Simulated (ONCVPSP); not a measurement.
## What the settings do to the ONCV potential of Cl

Base potential:

```json
{"Element": "chlorine", "Generator": "ONCVPSP 4.0.1", "Type": "optimised norm-conserving Vanderbilt (ONCV)", "Functional": "PBE", "Relativity": "scalar-relativistic", "Frozen core": "[Ne]", "Valence charge": "7", "Reference configuration": "3s1.75 3p5.25", "Partial waves": "3s: rc 1.40 bohr, ncon 4, nbas 8, qcut 4.2 1/bohr, 2 projectors, debl 0.4 Ha; 3p: rc 1.25 bohr, ncon 3, nbas 6, qcut 7.5 1/bohr, 2 projectors, debl 2.6 Ha; d scattering state at 0.32 Ha: rc 1.15 bohr, ncon 4, nbas 7, qcut 9.8 1/bohr, 2 projectors, debl 3.4 Ha", "Local potential": "polynomial inside 1.00 bohr (lpopt 1, dvloc0 0 Ha)", "Core correction": "polynomial model core, fcfact 0.4"}
```

In the s channel the program set the typed energies aside and used -0.767, 0.250 Ha.

Cutoffs, loose and tight: the cutoffs (Ha) at which the residual kinetic energy of the hardest occupied pseudo-wave falls to 1 and 0.1 mHa per electron. They do not see the model core or the augmentation charge, which bear on the density cutoff. Test errors are all-electron minus pseudo excitation energies from the reference, over the configurations 3s2 3p5; 3s2 3p4; 3s2 3p3; 3s2 3p4.5. A dash means not determined; rows that change the core or the reference have their own tests.

1 further variants are left out, since the program set their typed debl aside.

A true bound ghost makes a file unfit for plane-wave use even where its test errors are small: the radial tests pick states by their node count and pass the ghost by.

| change | outcome | cutoff, loose | cutoff, tight | bound ghosts | GHOST(+) flags above zero | largest test error (meV) |
| --- | --- | --- | --- | --- | --- | --- |
| base | generated, projector energies reset by the program | 68 Ha | 88 Ha | none | none | +16 |
| all radii but the core radius scaled by about 0.80 (s 1.12, p 1.00, d 0.92 bohr); local potential polynomial inside 0.80 bohr (lpopt 1, dvloc0 0 Ha) | generated, projector energies reset by the program | 61 Ha | 155 Ha | p | s, p | -3.6 |
| p: rc 1.08 | generated, projector energies reset by the program | 68 Ha | 88 Ha | none | p | +10 |
| local potential polynomial inside 1.00 bohr (lpopt 1, dvloc0 8 Ha) | generated, projector energies reset by the program | 68 Ha | 88 Ha | none | none | +16 |
| s: nproj 1 | generated | 68 Ha | 88 Ha | none | none | +26 |
| core [He], valence charge 15; reference 2s2 2p6 3s2 3p5; waves now 2s+3s: rc 0.85 bohr, ncon 4, nbas 9, qcut 14.9 1/bohr, 3 projectors, debl 3.9 Ha; 2p+3p: rc 0.60 bohr, ncon 3, nbas 6, qcut 25.8 1/bohr, 2 projectors; d scattering state at 0.3 Ha: rc 0.60 bohr, ncon 3, nbas 7, qcut 14.4 1/bohr, local; local potential the d channel | generated | 237 Ha | 269 Ha | none | none | -599 |
| core correction Teter function, fcfact 2.25, rcfact 1.3 | generated, projector energies reset by the program | 68 Ha | 88 Ha | none | none | +12 |
| reference 3s2 3p3 | generated, projector energies reset by the program | 72 Ha | 89 Ha | none | none | +24 |
| functional LDA (Perdew-Zunger) | generated, projector energies reset by the program | 68 Ha | 88 Ha | none | none | +17 |

(1) What comes out with this change to the base: s: qcut 3.5?

(2) What comes out with this change to the base: s: rc 1.72?

Results:

(1) outcome: generated, projector energies reset by the program; cutoff, loose: 78 Ha; cutoff, tight: 92 Ha; bound ghosts: none; GHOST(+) flags above zero: s; largest test error (meV): +18.

(2) outcome: generated, projector energies reset by the program; cutoff, loose: 18 Ha; cutoff, tight: 56 Ha; bound ghosts: none; GHOST(+) flags above zero: s; largest test error (meV): +30.
